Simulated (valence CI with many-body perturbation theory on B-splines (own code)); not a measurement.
# Energy levels of Zn¹⁷⁺

Method: relativistic CI+MBPT: three valence electrons over a frozen Dirac-Fock core [Ne], a basis of 11 s, 11 p, 10 d, 8 f, 5 g, 2 h functions for each j, with the one-electron correlation potential Σ1 (screened to all orders), the two-electron term Σ2, the three-electron term Σ3, Breit, model QED; selected single and double excitations, second order for the rest, scaled by the run's own slope (own B-spline code, finite nucleus).

No measured levels were compared; by estimate levels of excited configurations hold to 0.05 to 0.15 % of their energy, terms of the ground configuration to about 0.5 %.

Levels 46 to 90 of 158, with energies above the lowest level, 3s2 3p 2P°_1/2. "Leading %" is the weight of the configuration and term that name the level; weights of strongly mixed levels are sums over their largest components and can fall short. Lifetimes count E1, E2, E3, M1 and M2 decay at the calculated energies, and are blank where another channel may lead or the interval is too uncertain; long ones can be off by a factor of two.

```tsv
No.	Configuration	Term	J	E (cm⁻¹)	Leading %	Second component	Lifetime	g
46	3p2 3d	2P	3/2	1273300	66	22 % 3p2 3d 4D	31.5 ps	1.223
47	3p2 3d	4D	1/2	1279600	78	20 % 3p2 3d 2P	33.6 ps	0.148
48	3p2 3d	4F	9/2	1283000	85	14 % 3p2 3d 2G	44.5 ps	1.300
49	3p2 3d	4D	3/2	1293800	67	24 % 3p2 3d 2P	31.1 ps	1.225
50	3p2 3d	4D	5/2	1294700	80	9 % 3p2 3d 4F	33.1 ps	1.327
51	3p2 3d	4D	7/2	1313300	80	9 % 3p2 3d 2F	35.9 ps	1.376
52	3p2 3d	2P	1/2	1313600	71	20 % 3p2 3d 4D	27.2 ps	0.579
53	3p2 3d	2G	7/2	1321600	84	9 % 3s 3d2 2G	92.3 ps	0.908
54	3p2 3d	2G	9/2	1333700	75	14 % 3p2 3d 4F	83.5 ps	1.143
55	3p2 3d	4P	5/2	1335300	51	40 % 3p2 3d 2D	13.8 ps	1.405
56	3p2 3d	2D	3/2	1341700	42	40 % 3p2 3d 4P	13.8 ps	1.222
57	3p2 3d	4P	1/2	1354200	88	5 % 3p2 3d 2P	10.9 ps	2.492
58	3p2 3d	4P	3/2	1360300	50	32 % 3p2 3d 2D	12.8 ps	1.294
59	3p2 3d	2D	5/2	1360300	45	41 % 3p2 3d 4P	14.0 ps	1.374
60	3p2 3d	2P	1/2	1390100	70	18 % 3s 3d2 2P	19.6 ps	0.816
61	3p2 3d	2D	3/2	1391400	64	14 % 3p2 3d 2P	26.5 ps	0.963
62	3p2 3d	2P	3/2	1414600	50	19 % 3p2 3d 2D	19.8 ps	1.174
63	3p2 3d	2S	1/2	1416000	77	9 % 3s 3d2 2S	17.2 ps	1.960
64	3p2 3d	2F	5/2	1416400	74	13 % 3s 3d2 2F	12.1 ps	0.899
65	3p2 3d	2D	5/2	1429500	88	5 % 3s 3d2 2D	26.9 ps	1.190
66	3p2 3d	2F	7/2	1431500	85	12 % 3s 3d2 2F	11.7 ps	1.138
67	3s 3d2	4F	3/2	1448300	100		14.3 ps	0.398
68	3s 3d2	4F	5/2	1450400	100		14.7 ps	1.028
69	3s 3d2	4F	7/2	1453300	100		15.3 ps	1.237
70	3s 3d2	4F	9/2	1456900	100		16.1 ps	1.333
71	3p2 3d	2D	5/2	1490600	86	6 % 3p2 3d 2F	10.6 ps	1.172
72	3s 3d2	4P	1/2	1492800	99		12.0 ps	2.667
73	3s 3d2	4P	3/2	1494100	99		12.2 ps	1.731
74	3s 3d2	4P	5/2	1495800	99		12.5 ps	1.597
75	3p2 3d	2D	3/2	1498900	93		10.6 ps	0.804
76	3s 3d2	2D	3/2	1544700	80	17 % 3p2 3d 2D	10.7 ps	0.800
77	3s 3d2	2D	5/2	1544900	81	16 % 3p2 3d 2D	10.8 ps	1.200
78	3s 3d2	2G	7/2	1547000	89	10 % 3p2 3d 2G	19.2 ps	0.888
79	3s 3d2	2G	9/2	1547600	89	10 % 3p2 3d 2G	18.7 ps	1.110
80	3s 3d2	2F	5/2	1596800	71	27 % 3p2 3d 2F	9.43 ps	0.859
81	3s 3d2	2F	7/2	1600000	74	25 % 3p2 3d 2F	9.97 ps	1.142
82	3s 3d2	2P	1/2	1634500	60	20 % 3p2 3d 2P	7.69 ps	0.895
83	3s 3d2	2P	3/2	1640100	71	24 % 3p2 3d 2P	7.85 ps	1.332
84	3s 3d2	2S	1/2	1642800	73	13 % 3s 3d2 2P	8.90 ps	1.772
85	3p 3d2	4G°	5/2	1755000	92	7 % 3p 3d2 2F°	54.9 ps	0.595
86	3p 3d2	4G°	7/2	1765800	94		53.6 ps	0.990
87	3p 3d2	4G°	9/2	1779600	95		51.2 ps	1.174
88	3p 3d2	2F°	5/2	1795500	54	21 % 3p 3d2 2D°	31.9 ps	0.989
89	3p 3d2	4G°	11/2	1798700	100		50.8 ps	1.272
90	3p 3d2	2D°	3/2	1806900	70	14 % 3p 3d2 4D°	23.7 ps	0.849
```

Names give the largest LS component (configuration and term), which can be under half, so a name can repeat, a term be missing and a line seem to break the LS rules; names also repeat where a configuration has a term twice.
